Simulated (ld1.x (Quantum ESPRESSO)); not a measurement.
Before and after: TM potential for Sb (Z = 51)

- Element: Sb
- Generator: ld1.x (Quantum ESPRESSO) 7.5
- Type: norm-conserving Troullier–Martins (Kleinman–Bylander form)
- Functional: PBE
- Relativity: fully relativistic
- Frozen core: [Kr] 4d10
- Valence charge: 5
- Reference configuration: 5s2 5p3
- Partial waves: 5p (bound): rc 2.25 bohr; 5d channel at 0.05 Ry: rc 1.70 bohr; 5s (bound): rc 1.75 bohr
- Local potential: the s channel
- Core correction: Bessel-smoothed model core inside 1.55 bohr

Open shells are filled in proportion to 2j + 1 (rel_dist='average').

Change: wave 5d channel at 0.05 Ry: rc 1.70 bohr becomes 5d channel at 0.05 Ry: rc 1.30 bohr.

Cutoffs: the cutoffs (Ry, on a coarse ladder) from which the occupation-weighted sum of valence levels, in a spherical-Bessel basis at the reference potential, stays within 10 and 1 mRy of its value at 400 Ry; they do not see the model core or the augmentation charge, which bear on the density cutoff. Errors are all-electron minus pseudo energies relative to the spin-unpolarised reference configuration.

How do hardness, ghosts and transferability respond?

The potential gets neither clearly harder nor softer (25 Ry and 45 Ry → 25 Ry and 50 Ry); the bound ghost in d disappears; the errors of the 7 common tests hardly move; the range in which the d5/2 phases agree narrows (upper end at the end of the scan → 1.4).

| quantity | base | changed |
| --- | --- | --- |
| cutoff, loose | 25 Ry | 25 Ry |
| cutoff, tight | 45 Ry | 50 Ry |
| bound ghosts | d3/2, d5/2 | none |
| error for 5s2 5p2, meV [ΔE 8.33 eV] | -3.5 | -3.5 |
| error for 5s2 5p1, meV [ΔE 24.32 eV] | -31 | -31 |
| error for 5s2 5p0, meV [ΔE 48.76 eV] | -126 | -126 |
| error for 5s0 5p5, meV [ΔE 16.38 eV] | -52 | -52 |
| error for 5s1 5p3, meV [ΔE 17.04 eV] | -24 | -24 |
| error for 5s2 5p2.5, meV [ΔE 3.27 eV] | -0.5 | -0.5 |
| error for 5s1 5p4, meV [ΔE 8.09 eV] | -13 | -13 |
| s: phases at 2.46 bohr within 0.05 rad from the reference energy up to (Ry; the scan ends near 5) | 2.7 | 2.7 |
| p1/2: phases at 2.46 bohr within 0.05 rad from the reference energy up to (Ry; the scan ends near 5) | 4.4 | 4.4 |
| p3/2: phases at 2.46 bohr within 0.05 rad from the reference energy up to (Ry; the scan ends near 5) | 4.0 | 4.0 |
| d3/2: phases at 2.46 bohr within 0.05 rad from the reference energy up to (Ry; the scan ends near 5) | to the end of the scan | to the end of the scan |
| d5/2: phases at 2.46 bohr within 0.05 rad from the reference energy up to (Ry; the scan ends near 5) | to the end of the scan | 1.4 |

 A true bound ghost makes a file unfit for plane-wave use even where its test errors are small: the radial tests pick states by their node count and pass the ghost by.
